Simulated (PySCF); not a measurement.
CH5FO2Si2, SMILES F[Si@H]1OCO[SiH2]1. Atoms are numbered in the order given.

```xyz
11

F      2.0641    -0.8816    -0.4172
Si     0.9997    -0.1304     0.5562
O      0.5098     1.3232    -0.0984
C     -0.6942     1.4273    -0.8103
O     -1.6162     0.4252    -0.4883
Si    -1.1664    -0.9607     0.3591
H      1.7149     0.1416     1.8244
H     -0.4792     1.3869    -1.8941
H     -1.1433     2.4044    -0.5673
H     -1.3474    -2.1845    -0.4736
H     -1.9722    -1.0900     1.6071
```

Geometry: PBE0-D3(BJ)/def2-SVP. The structure was generated by enumeration; whether it is a known compound was not checked. The values are those of a single conformer.

All values below come from KT2/pcSseg-1 run with PySCF.

GIAO shieldings, no solvent; atoms listed in one row are averaged. δ = σ(ref) − σ: ¹⁹F against CFCl3 (σ = 127.1 ppm); ²⁹Si against TMS (σ = 361.9 ppm); ¹⁷O against H2O (σ = 330.4 ppm); ¹³C against TMS (σ = 185.1 ppm); ¹H against TMS (σ = 31.47 ppm), references at their B3LYP-D3(BJ)/def2-TZVP geometries, non-relativistic.

Computed chemical shifts:
```json
[
 {"nucleus": "¹⁹F", "atoms": "F1", "count": "1", "δ (ppm)": "-188.7"},
 {"nucleus": "²⁹Si", "atoms": "Si2", "count": "1", "δ (ppm)": "2.3"},
 {"nucleus": "²⁹Si", "atoms": "Si6", "count": "1", "δ (ppm)": "-37.9"},
 {"nucleus": "¹⁷O", "atoms": "O3", "count": "1", "δ (ppm)": "160.5"},
 {"nucleus": "¹⁷O", "atoms": "O5", "count": "1", "δ (ppm)": "76.7"},
 {"nucleus": "¹³C", "atoms": "C4", "count": "1", "δ (ppm)": "101.7"},
 {"nucleus": "¹H", "atoms": "H8, H9", "count": "2", "δ (ppm)": "6.03"},
 {"nucleus": "¹H", "atoms": "H7", "count": "1", "δ (ppm)": "5.92"},
 {"nucleus": "¹H", "atoms": "H10", "count": "1", "δ (ppm)": "5.34"},
 {"nucleus": "¹H", "atoms": "H11", "count": "1", "δ (ppm)": "5.20"}
]
```
